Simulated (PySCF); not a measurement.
Proton-shift isomers of CC(C)=N. All species are isolated molecules in the gas phase. One relaxed conformer stands for each flexible species; it need not be the lowest. Strings in code marks are SMILES.

Quantity: vertical ionisation energy (energy after one electron is removed minus that of the parent at the parent's geometry), in eV.

Case: `C=C(C)N`. Geometry of `C(N)(=C)C` (neutral, multiplicity 1, Å):

```xyz
11

C     -0.4874     1.3940    -0.0419
C      0.0832     0.1889     0.0398
C     -0.7065    -1.0797     0.0307
N      1.4471    -0.0047     0.2082
H      0.1000     2.3052    -0.0359
H     -1.5626     1.4895    -0.0913
H     -1.7726    -0.8759    -0.0514
H     -0.5255    -1.6511     0.9457
H     -0.4132    -1.7136    -0.8134
H      2.0234     0.7972     0.0090
H      1.8140    -0.8498    -0.1995
```

Q: What vertical ionisation energy (energy after one electron is removed minus that of the parent at the parent's geometry) does PBE-D3(BJ)/def2-TZVP // PBE0-D3(BJ)/def2-TZVP (PySCF) give?

A: 8.05 eV.
